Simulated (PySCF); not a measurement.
A series of related molecules.

All values: PBE0/pcSseg-1 (PySCF) at GFN2-xTB geometries, gas phase, one conformer each.

Question: Rank by the highest Hirshfeld charge on any atom, lowest value first.
A. `C=C(SC)[Si@H](C)[SiH3]`
B. `C=C(S[SiH3])[Si@H](C)[SiH2]N`
C. `C[Si@@H](N[SiH2]N)C(SC)=C`
D. `C=C([SiH2][SiH2]N)SC`
E. `C=C(SC)[C@H](C)[SiH2]N`

Answer: A (+0.272 e), D (+0.282 e), B (+0.298 e), E (+0.361 e), C (+0.389 e).

Question: Rank by the highest IAO charge on any atom, highest value first.
A. `S(C([C@H](C)[SiH2]N)=C)C`
B. `C=C(SC)[Si@@H](C)N[SiH2]N`
C. `CS[C@@H](C)[Si@@H](C)[SiH2]N`
D. `C=C([SiH2][SiH2]N)SC`
E. `CSC1=C[Si@@H](N)[Si@@H]1C`

Answer: B (+1.042 e), A (+0.910 e), E (+0.756 e), D (+0.624 e), C (+0.606 e).

Question: Rank by the lowest IAO charge on any atom, highest value first.
A. `C=C(SC)[Si@H](C)[SiH3]`
B. `C=C(SC)[Si@@H](C)N[SiH2]N`
C. `C=C(S[SiH3])[Si@H](C)[SiH2]N`

Answer: A (-0.700 e), C (-0.838 e), B (-0.947 e).

All values together:

```csv
SMILES,change,formula,μ (D),HOMO (eV),LUMO (eV),lowest IAO charge (e),highest IAO charge (e),lowest Hirshfeld charge (e),highest Hirshfeld charge (e)
C=C(SC)[Si@H](C)[SiH2]N,parent,C4H13NSSi2,1.08,-6.21,-0.21,-0.843 (N),+0.611 (Si),-0.323 (N),+0.269 (Si)
CSC1=C[Si@@H](N)[Si@@H]1C,ring closed by a new Si-C bond,C4H11NSSi2,1.16,-6.13,-0.33,-0.829 (N),+0.756 (Si),-0.321 (N),+0.293 (Si)
C=C(SC)[Si@H](C)[SiH3],terminal N group replaced by H,C4H12SSi2,1.68,-6.30,-0.24,-0.700 (C),+0.624 (Si),-0.208 (C),+0.272 (Si)
C=C(SC)[C@H](C)[SiH2]N,Si replaced by C,C5H13NSSi,1.00,-6.12,0.32,-0.848 (N),+0.910 (Si),-0.324 (N),+0.361 (Si)
CS[C@@H](C)[Si@@H](C)[SiH2]N,H2 added to a C-C multiple bond,C4H15NSSi2,1.86,-6.34,-0.18,-0.839 (N),+0.606 (Si),-0.322 (N),+0.272 (Si)
C=C([SiH2][SiH2]N)SC,terminal C group replaced by H,C3H11NSSi2,1.93,-6.21,-0.41,-0.839 (N),+0.624 (Si),-0.322 (N),+0.282 (Si)
C=C(S[SiH3])[Si@H](C)[SiH2]N,C replaced by Si,C3H13NSSi3,1.55,-6.56,-0.53,-0.838 (N),+0.612 (Si),-0.321 (N),+0.298 (Si)
C=C(SC)[Si@@H](C)N[SiH2]N,NH inserted into a Si-Si bond,C4H14N2SSi2,2.27,-6.11,-0.16,-0.947 (N),+1.042 (Si),-0.333 (N),+0.389 (Si)
C=C(SC)[Si@H](C)C[SiH2]N,CH2 inserted into a Si-Si bond,C5H15NSSi2,1.32,-6.13,0.03,-0.847 (N),+0.922 (Si),-0.314 (N),+0.369 (Si)
```

Conformers: `[CH2:1]=[C:2]([S:3][CH3:4])[Si@H:5]([CH3:6])[SiH2:7][NH2:8]` with C1–C2–S3–C4 -4°, C1–C2–Si5–C6 -129°, C2–Si5–Si7–N8 -171°, Si5–Si7–N8–H -174° and 49°; `[CH3:1][S:2][C:3]1=[CH:4][Si@@H:5]([NH2:6])[Si@@H:7]1[CH3:8]` with C1–S2–C3–C4 179°, C4–Si5–N6–H -87° and 50°; `[CH2:1]=[C:2]([S:3][CH3:4])[Si@H:5]([CH3:6])[SiH3:7]` with C1–C2–S3–C4 3°, C1–C2–Si5–C6 14°; `[CH2:1]=[C:2]([S:3][CH3:4])[C@H:5]([CH3:6])[SiH2:7][NH2:8]` with C1–C2–S3–C4 10°, C1–C2–C5–C6 41°, C2–C5–Si7–N8 -45°, C5–Si7–N8–H -172° and -30°; `[CH3:1][S:2][C@@H:3]([CH3:4])[Si@@H:5]([CH3:6])[SiH2:7][NH2:8]` with C1–S2–C3–C4 80°, S2–C3–Si5–C6 176°, C3–Si5–Si7–N8 75°, Si5–Si7–N8–H -43° and 178°; `[CH2:1]=[C:2]([SiH2:3][SiH2:4][NH2:5])[S:6][CH3:7]` with C1–C2–Si3–Si4 68°, C2–Si3–Si4–N5 -145°, Si3–Si4–N5–H -173° and 48°, C1–C2–S6–C7 -1°; `[CH2:1]=[C:2]([S:3][SiH3:4])[Si@H:5]([CH3:6])[SiH2:7][NH2:8]` with C1–C2–S3–Si4 -11°, C1–C2–Si5–C6 19°, C2–Si5–Si7–N8 129°, Si5–Si7–N8–H -175° and 47°; `[CH2:1]=[C:2]([S:3][CH3:4])[Si@@H:5]([CH3:6])[NH:7][SiH2:8][NH2:9]` with C1–C2–S3–C4 -2°, C1–C2–Si5–C6 -44°, C2–Si5–N7–Si8 50°, Si5–N7–Si8–N9 -173°, N7–Si8–N9–H 52° and -174°; `[CH2:1]=[C:2]([S:3][CH3:4])[Si@H:5]([CH3:6])[CH2:7][SiH2:8][NH2:9]` with C1–C2–S3–C4 5°, C1–C2–Si5–C6 127°, C2–Si5–C7–Si8 174°, Si5–C7–Si8–N9 45°, C7–Si8–N9–H 42° and 180°.

Give the shifts from the parent, `C=C(SC)[Si@H](C)[SiH2]N`.

```json
{"SMILES": "CSC1=C[Si@@H](N)[Si@@H]1C", "change in μ (D)": "+0.08", "change in HOMO (eV)": "+0.08", "change in LUMO (eV)": "-0.12"}
{"SMILES": "C=C(SC)[Si@H](C)[SiH3]", "change in μ (D)": "+0.60", "change in HOMO (eV)": "-0.09", "change in LUMO (eV)": "-0.03"}
{"SMILES": "C=C(SC)[C@H](C)[SiH2]N", "change in μ (D)": "-0.08", "change in HOMO (eV)": "+0.09", "change in LUMO (eV)": "+0.53"}
{"SMILES": "CS[C@@H](C)[Si@@H](C)[SiH2]N", "change in μ (D)": "+0.78", "change in HOMO (eV)": "-0.13", "change in LUMO (eV)": "+0.03"}
{"SMILES": "C=C([SiH2][SiH2]N)SC", "change in μ (D)": "+0.85", "change in HOMO (eV)": "0.00", "change in LUMO (eV)": "-0.20"}
{"SMILES": "C=C(S[SiH3])[Si@H](C)[SiH2]N", "change in μ (D)": "+0.47", "change in HOMO (eV)": "-0.35", "change in LUMO (eV)": "-0.32"}
{"SMILES": "C=C(SC)[Si@@H](C)N[SiH2]N", "change in μ (D)": "+1.19", "change in HOMO (eV)": "+0.10", "change in LUMO (eV)": "+0.05"}
{"SMILES": "C=C(SC)[Si@H](C)C[SiH2]N", "change in μ (D)": "+0.24", "change in HOMO (eV)": "+0.08", "change in LUMO (eV)": "+0.24"}
```
